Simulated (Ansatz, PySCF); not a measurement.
Species: CH5O2Si (charge 0, doublet). It need not be the lowest isomer of its formula. SMILES: C[Si](O)O
Geometry from a B3LYP-D3(BJ)/def2-TZVP (Ansatz, a quantum-chemistry and plane-wave program) optimisation:
```xyz
9

Si     0.3540    -0.1961    -0.0403
C     -1.1129    -0.9283    -0.9527
O     -0.0892    -0.1885     1.5514
O      0.6291     1.3905    -0.4602
H     -0.9274    -0.9688    -2.0267
H     -1.9906    -0.3023    -0.7688
H     -1.3208    -1.9381    -0.5969
H      0.4328     0.3515     2.1517
H      1.2083     1.5568    -1.2084
```
Charge 0, spin multiplicity 2.

Quantity: atomisation energy (electronic, to ground-state atoms), in eV. Valence correlation only, unless marked. Open shells are spin-unrestricted. No spin-orbit coupling. Non-relativistic. The coupled-cluster limit lacks core correlation, which all-electron functionals hold. CBS marks a two-point X^-3 extrapolation of the correlation energy; Hartree-Fock from the larger set. [CCSD(T)-MP2]/basis is that difference in the basis named.

```
level                                                                 program  atomisation energy (eV)
-------------------------------------------------------------  --------------  -----------------------
HF/6-31G                                                               Ansatz                    21.42
HF-D4/def2-TZVPD                                                PySCF + dftd4                    25.99
B3LYP-D3(BJ)/def2-TZVPD                                        Ansatz + dftd3                    35.14
PBE0-D4/def2-TZVPD                                             Ansatz + dftd4                    35.01
BHLYP/def2-TZVPD                                                       Ansatz                    33.76
HSE06-D4/def2-TZVPD                                            Ansatz + dftd4                    35.04
CAM-B3LYP-D3(BJ)/def2-TZVPD                                    Ansatz + dftd3                    35.34
CAM-B3LYP-D4/def2-TZVPD                                        Ansatz + dftd4                    35.35
LC-wPBE-D4/def2-TZVPD                                          Ansatz + dftd4                    35.24
B2PLYP/def2-TZVPD                                                      Ansatz                    34.75
CCSD/cc-pV(T+d)Z                                                       Ansatz                    33.77
CCSD(T)/cc-pwCVTZ                                                      Ansatz                    34.34
CCSD(T) with core electrons (1s frozen past Ne)/cc-pwCVTZ              Ansatz                    34.42
RI-MP2/CBS(cc-pV(T+d)Z,cc-pV(Q+d)Z)+[CCSD(T)-MP2]/cc-pV(D+d)Z          Ansatz                    35.43
RI-MP2/CBS(cc-pV(T+d)Z,cc-pV(Q+d)Z)+[CCSD(T)-MP2]/cc-pV(T+d)Z          Ansatz                    35.38
```
